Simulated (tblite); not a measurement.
Run record: tight-binding relaxation, `C#C[Si@H]1P[Si@H](C(Cl)(Cl)Cl)P1`.

Computed with GFN2-xTB geometry optimisation, gas phase (tblite 0.8.0). Start geometry: from a force field or distance geometry. A driver script takes a list of jobs; this job's settings line and coordinates (Å) are shown.

Command:
```bash
OMP_NUM_THREADS=1 python probes_run.py task.json out
```

Input:
```
{"job": {"kind": "relax", "xc": "GFN2-xTB", "basis": "xTB"}, "charge": 0, "multiplicity": 1}
C      4.084800     0.010900     0.246700
C      2.880700    -0.099800     0.351500
Si     1.092300    -0.303700     0.553200
P      0.015500     1.597700     0.128700
Si    -1.545800     0.322200    -0.774900
C     -2.680900    -0.313900     0.541000
Cl    -3.111800     0.957200     1.719300
Cl    -4.127300    -1.051600    -0.150800
Cl    -1.769100    -1.554900     1.449500
P      0.068100    -1.114300    -1.229000
H      5.140600     0.107000     0.154600
H      0.680800    -0.973800     1.796200
H      0.717900     2.355100    -0.883100
H     -2.195100     0.904700    -1.954900
H      0.744800    -0.834800    -2.486800
```

Output:
```
step      E/eV     max force
  0    -842.92252    3.496
  1    -843.35045    3.580
  2    -843.53492    7.827
  3    -843.94915    1.238
  4    -844.04614    1.137
  5    -844.12026    0.982
  6    -844.15622    0.583
  7    -844.20039    0.472
  8    -844.23603    0.648
  9    -844.25725    0.498
... (115 lines left out)
125    -844.41464    0.029
126    -844.41468    0.019
127    -844.41470    0.012
128    -844.41473    0.013
129    -844.41475    0.017
130    -844.41478    0.022
131    -844.41481    0.020
132    -844.41484    0.014
133    -844.41488    0.011
134    -844.41490    0.009
```

«max force» is the largest atomic force in eV/Å.

Task: From which step on does the largest force stay under 0.1 eV/Å, and how much energy is left to gain from there?

Result: From step 109 (0.048 eV/Å), 3.1 meV above the end.

In short: energy lowered by 34.4 kcal/mol over 134 steps; largest atomic force 0.009 eV/Å at the end.

Task: Estimate the wall time. Hardware: an Arm Neoverse N1 with one thread, no GPU, shared host with 64 logical CPUs at a one-minute load of 60.

Result: About 3.9 s.
Labels such as C1 count atoms from 1, the log's own numbers from 0.
